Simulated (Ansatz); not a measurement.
Molecule: CH5Ge, net charge 0, doublet state. It need not be the lowest isomer of its formula. SMILES: [CH2][GeH3]
Structure (B3LYP-D3(BJ)/def2-TZVP (Ansatz, a first-principles code) minimum search):
```xyz
7

Ge     0.2056     0.1820    -0.2140
C     -0.9386    -0.8253     0.9666
H      1.6122     0.3567     0.3997
H      0.3578    -0.5565    -1.5558
H     -0.3881     1.5813    -0.4550
H     -1.5371    -0.3466     1.7316
H     -0.9930    -1.9060     0.9285
```
Charge 0, spin multiplicity 2.

Property: atomisation energy (electronic, to ground-state atoms), in kcal/mol. Valence correlation only, unless marked. UHF or UKS for open shells. Spin-orbit coupling is left out. The frozen core is the preceding noble-gas configuration, with the filled d and f shells of earlier blocks. No relativistic terms. The coupled-cluster limit lacks core correlation, which all-electron functionals hold. CBS(X,Y): correlation extrapolated as X^-3; Hartree-Fock from the larger set. [CCSD(T)-MP2]/basis is that difference in the basis named.

| level | program | atomisation energy (kcal/mol) | minus last row |
|---|---|---|---|
| revPBE-D3(BJ)/def2-TZVPD | Ansatz + dftd3 | 478.2 | -9.0 |
| revPBE/def2-TZVPD | Ansatz | 472.6 | -14.6 |
| PBE0/6-31G* | Ansatz | 479.9 | -7.3 |
| PBE0-D4/def2-TZVP | Ansatz + dftd4 | 485.7 | -1.5 |
| PBE0-D4/def2-TZVPD | Ansatz + dftd4 | 485.9 | -1.3 |
| r2SCANh-D4/def2-TZVPD | Ansatz + dftd4 | 490.9 | 3.7 |
| wB97X-V/def2-TZVPD | Ansatz | 490.4 | 3.2 |
| wB97X/def2-TZVPD | Ansatz | 490.8 | 3.6 |
| RPA@PBE/cc-pVTZ | Ansatz | 456.0 | -31.2 |
| RPA@PBE/cc-pVQZ | Ansatz | 461.2 | -26.0 |
| RI-MP2/CBS(def2-TZVPPD,def2-QZVPPD) | Ansatz | 480.4 | -6.8 |
| SCS-MP2/cc-pVTZ | Ansatz | 474.7 | -12.5 |
| CCSD(T)/aug-cc-pVDZ | Ansatz | 456.6 | -30.6 |
| CCSD(T)/def2-SVPD | Ansatz | 465.3 | -21.9 |
| RI-MP2/CBS(aug-cc-pVTZ,aug-cc-pVQZ)+[CCSD(T)-MP2]/aug-cc-pVTZ | Ansatz | 487.2 | 0.0 |
